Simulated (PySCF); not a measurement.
H3O4S (cation, charge +1), SMILES OS(=[OH+])(=O)O (B3LYP/def2-SVP optimised geometry):

```
8

O     -0.999    -1.267     1.006
S     -0.355    -0.482     0.000
O      1.205    -0.482     0.000
O     -0.660     1.049     0.000
O     -0.660    -0.854    -1.484
H      1.605    -0.429     0.898
H     -1.605     1.267     0.170
H     -0.689    -1.823    -1.655
```

Calculation: B3LYP/def2-TZVP in PySCF.

Q: What are the frontier orbital energies?

A: HOMO-2 -16.99 eV, HOMO-1 -16.14 eV, HOMO -16.14 eV, LUMO -6.44 eV, LUMO+1 -5.20 eV.

On the same geometry PBE/def2-TZVP run with PySCF gives HOMO-2 -15.40 eV, HOMO-1 -14.67 eV, HOMO -14.67 eV, LUMO -7.20 eV, LUMO+1 -6.02 eV.

Meta-Löwdin charges at B3LYP/def2-TZVP: O1 -0.66, S2 2.17, O3 -0.59, O4 -0.59, O5 -0.59, H6 0.42, H7 0.42, H8 0.42.
